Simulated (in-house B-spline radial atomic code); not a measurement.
A fraction x of an electron is moved 3d → 4f in neutral germanium, starting from [Ar] 3d10 4s2 4p2 and keeping the highest spin. All numbers are computed (non-relativistic HSE06, spin-polarised, spherical fractional occupations; point nucleus) with an all-electron radial atomic-structure program (B-spline basis), not measured.

Caution: exact exchange at fractional occupations of open shells leaves self-interaction of up to several eV.

```csv
x,E(x) - E(0) (eV),3d down level (eV),4f up level (eV)
0,0.0000,-33.384,-
0.25,8.7988,-37.263,-0.205
0.375,13.5496,-39.219,-0.263
0.5,18.5394,-41.191,-0.314
0.625,?,?,?
0.75,29.2458,-45.184,-0.402
0.875,?,?,?
1,40.9352,-49.211,-0.472
```

(1) What belongs in the row x = 0.625?

(2) What belongs in the row x = 0.875?

(3) Check Janak's theorem between x = 0.25 and 0.375.

Results:

(1) An energy change of 23.7709 eV; 3d down at -43.183 eV, 4f up at -0.360 eV.

(2) An energy change of 34.9668 eV; 3d down at -47.191 eV, 4f up at -0.437 eV.

(3) The slope of the energy is 38.01 eV; the orbital levels give 38.01 eV (ε of the receiving orbital less ε of the emptying one, averaged over the two points).
